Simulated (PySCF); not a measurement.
C8H9N.
Numbering: `[H]/[N:9]=[CH:8]/[c:7]1[c:2]([CH3:1])[cH:3][cH:4][cH:5][cH:6]1` (hydrogens: H10, H11, H12 on C1; H13 on C3; H14 on C4; H15 on C5; H16 on C6; H17 on C8; H18 on N9)

All values: B3LYP/def2-SVPD (PySCF, non-relativistic), on one gas-phase PBE0-D3(BJ)/def2-SVP geometry that isn't relaxed in the solvent. The solvent is an IEF-PCM continuum (Bondi radii, 1.10 Å for H, scaled by 1.2), and excitations are vertical TDDFT with non-equilibrium linear response and a frozen core. The model holds no explicit solvent molecules, cavitation or dispersion.

Gas-phase singlets (H = HOMO, L = LUMO):

```json
{"state": "S1", "E (eV)": "4.459", "λ (nm)": "278", "f": "0.001", "leading configurations": "H-2→L 98%"}
{"state": "S2", "E (eV)": "4.558", "λ (nm)": "272", "f": "0.032", "leading configurations": "H-1→L 70%, H→L 15%"}
{"state": "S3", "E (eV)": "4.933", "λ (nm)": "251", "f": "0.257", "leading configurations": "H→L 77%, H-1→L 17%"}
{"state": "S4", "E (eV)": "5.975", "λ (nm)": "208", "f": "0.158", "leading configurations": "H→L+1 72%, H-1→L+4 11%"}
{"state": "S5", "E (eV)": "6.141", "λ (nm)": "202", "f": "0.000", "leading configurations": "H-2→L+1 100%"}
```

Task: What are the lowest 5 singlets in chloroform (ε = 4.711)?

Result: 
```tsv
state	E (eV)	λ (nm)	f	leading configurations	change by rank (eV)
S1	4.510	275	0.067	H-1→L 55%, H→L 34%	+0.051
S2	4.518	274	0.001	H-2→L 98%	-0.040
S3	4.824	257	0.336	H→L 60%, H-1→L 36%	-0.109
S4	5.922	209	0.232	H→L+1 73%, H-1→L 8%	-0.053
S5	6.235	199	0.000	H-2→L+1 99%	+0.094
```

Task: How does the list change in methanol (ε = 32.61)?

Result: 
```csv
state,E (eV),λ (nm),f,leading configurations,change by rank (eV)
S1,4.508,275,0.064,"H-1→L 49%, H→L 39%",+0.049
S2,4.548,273,0.001,H-2→L 98%,-0.010
S3,4.848,256,0.311,"H→L 54%, H-1→L 41%",-0.085
S4,5.942,209,0.215,"H→L+1 71%, H-1→L+1 8%",-0.033
S5,6.265,198,0.000,H-2→L+1 99%,+0.124
```

Task: The ground-state energy changes by -0.246 eV from gas to methanol. By how much does the total energy of gas-phase S3 change?

Result: E(S3) = E(S0) + excitation energy, so it changes by -0.246 − 0.085 = -0.331 eV: it is lowered more than the ground state, which is what a red shift means. This is the vertical state, with the slow part of the continuum still set for S0.

Task: How do the frontier levels move from gas to methanol?

Result: 
```
orbital  gas (eV)  solvent (eV)  change (eV)                   Löwdin shares, gas              Löwdin shares, solvent
 LUMO+2      0.39          0.65        +0.26  C1 21 %, C8 13 %, H17 11 %, H10 8 %   C1 16 %, C8 13 %, C3 8 %, H17 6 %
 LUMO+1     -0.43         -0.44        -0.01   C2 19 %, C5 19 %, C6 18 %, C3 16 %  C2 20 %, C5 20 %, C6 17 %, C3 16 %
   LUMO     -1.68         -1.72        -0.04   N9 21 %, C8 19 %, C4 12 %, C7 11 %  N9 21 %, C8 19 %, C4 12 %, C7 11 %
   HOMO     -6.85         -6.87        -0.02   C7 20 %, C4 18 %, N9 13 %, C2 13 %  C7 19 %, C2 16 %, C4 16 %, C5 14 %
 HOMO-1     -7.02         -7.05        -0.03   C3 23 %, C6 22 %, C5 16 %, C2 14 %  C3 24 %, C6 23 %, C5 12 %, C2 10 %
 HOMO-2     -7.41         -7.56        -0.15   N9 60 %, C8 15 %, H18 8 %, H17 6 %  N9 58 %, C8 15 %, H18 8 %, H17 7 %
 HOMO-3     -9.26         -9.32        -0.06    N9 27 %, C8 21 %, C4 13 %, C3 9 %  N9 27 %, C8 20 %, C4 13 %, C5 10 %
```

The HOMO–LUMO gap goes from 5.17 to 5.15 eV.

Shape of the structure used: `[H]/[N:9]=[CH:8]/[c:7]1[c:2]([CH3:1])[cH:3][cH:4][cH:5][cH:6]1`: C6–C7–C8–N9 0°.
